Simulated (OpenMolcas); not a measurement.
Ga2+: from CASSCF to CASPT2

```json
{
 "Program": "OpenMolcas 26.06",
 "Basis": "ANO-R1 [5s4p3d1f]",
 "Scalar Hamiltonian": "X2C, finite nucleus",
 "Active space": "1 electron in 8 orbitals (4s 4p 5s 5p)",
 "State averaging": "2S+1 = 2 even, 1 root; 2S+1 = 2 odd, 3 roots",
 "Spin-orbit coupling": "state interaction with AMFI integrals over the reference wave functions, term energies averaged over their components"
}
```

Methods on the same reference wave functions:
A. CASSCF
B. SS-CASPT2, IPEA 0.25 Eh, imaginary shift 0.1 Eh (closed shells correlated: 3d)

Energies in cm⁻¹ above 4s ²S_1/2, the measured ground level; measured values from Shirai, Reader, Kramida and Sugar, J. Phys. Chem. Ref. Data 36, 509 (2007).

```
     Level      A      B  Measured
 4s ²S_1/2    0.0    0.0       0.0
4p ²P°_1/2  63546  64104     65169
4p ²P°_3/2  65301  65858     66888
```

Deviations, from unrounded energies. A percentage is the sum of absolute deviations over the sum of measured energies, with the sign that they share, or ± where signs differ.

```tsv
Against measurement	Levels	A	B
mean absolute deviation (cm-1)	2	1600	1000
other configurations (%)	2	-2.4	-1.6
```

B lies closest to measurement on these levels. The largest miss of B in the table is 4p ²P°_1/2, by -1100 cm-1. The ranking rests on the paired levels alone, and a cruder setting can come out closer through cancelling errors.

The lowest spin-free term lies below A's lowest term by 0.367 hartree in B.

With one active electron outside closed inactive shells, the extra shells (5p 5s) add no correlation to the reference. With one active electron the reference holds no correlation, so core polarisation is missing (holds for A). With one active electron, CASPT2 adds the correlation within the correlated inactive shells and between them and that electron, and leaves the splitting within a term as the reference gives it (holds for B). Computed and measured levels are paired by configuration, term and J; levels that our copy of the source lacks, or whose pairing is in doubt (as where it misses far off the trend of its configuration), stay unpaired and out of the deviations. Only configurations of the active space appear.

° marks odd parity.
